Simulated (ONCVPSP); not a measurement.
What the settings do to the ONCV potential of Cr (Z = 24)

Base potential:

* Element: chromium (Cr)
* Generator: ONCVPSP 4.0.1
* Type: optimised norm-conserving Vanderbilt (ONCV)
* Functional: LDA (Perdew-Wang 92)
* Relativity: scalar-relativistic
* Frozen core: [Ne]
* Valence charge: 14
* Reference configuration: 3s2 3p6 3d5 4s1
* Partial waves: 3s+4s: rc 1.80 bohr, ncon 4, nbas 8, qcut 6.8 1/bohr, 2 projectors; 3p: rc 1.45 bohr, ncon 4, nbas 8, qcut 9.2 1/bohr, 2 projectors, debl 3.2 Ha; 3d: rc 1.05 bohr, ncon 4, nbas 7, qcut 9 1/bohr, 3 projectors, debl 3.4 Ha
* Local potential: polynomial inside 1.00 bohr (lpopt 5, dvloc0 6 Ha)
* Core correction: none

Cutoffs, loose and tight: the cutoffs (Ha) at which the residual kinetic energy of the hardest occupied pseudo-wave falls to 1 and 0.1 mHa per electron. They do not see the model core or the augmentation charge, which bear on the density cutoff. Test errors are all-electron minus pseudo excitation energies from the reference, over the configurations 3s2 3p6 3d5 4s0; 3s2 3p6 3d4 4s0; 3s2 3p6 3d3 4s0; 3s1 3p6 3d5 4s1. A dash means not determined; rows that change the core or the reference have their own tests. The largest error is taken over the tests solved by every variant that gives reliable tests at all: 3s1 3p6 3d5 4s1; 3s2 3p6 3d4 4s0; 3s2 3p6 3d5 4s0.

A true bound ghost makes a file unfit for plane-wave use even where its test errors are small: the radial tests pick states by their node count and pass the ghost by.

```csv
change,outcome,"cutoff, loose","cutoff, tight",bound ghosts,GHOST(+) flags above zero,largest test error (meV)
base,generated,144 Ha,168 Ha,none,none,-208
"local potential polynomial inside 1.00 bohr (lpopt 5, dvloc0 -2 Ha)",generated,144 Ha,168 Ha,d,none,-207
"local potential polynomial inside 1.00 bohr (lpopt 5, dvloc0 0 Ha)",generated,144 Ha,168 Ha,none,d,-208
"local potential polynomial inside 1.00 bohr (lpopt 5, dvloc0 2.5 Ha)",generated,144 Ha,168 Ha,none,d,-208
"local potential polynomial inside 1.00 bohr (lpopt 5, dvloc0 4 Ha)",generated,144 Ha,168 Ha,none,d,-208
"local potential polynomial inside 1.00 bohr (lpopt 5, dvloc0 7 Ha)",generated,144 Ha,168 Ha,none,d,-209
"local potential polynomial inside 1.00 bohr (lpopt 5, dvloc0 9 Ha)",generated,144 Ha,168 Ha,none,d,-207
```

Reading the sweep of the dvloc0 (base included, trends over the rows without a ghost): The loose cutoff stays near 144 Ha. Bound ghosts are found at -2 Ha.
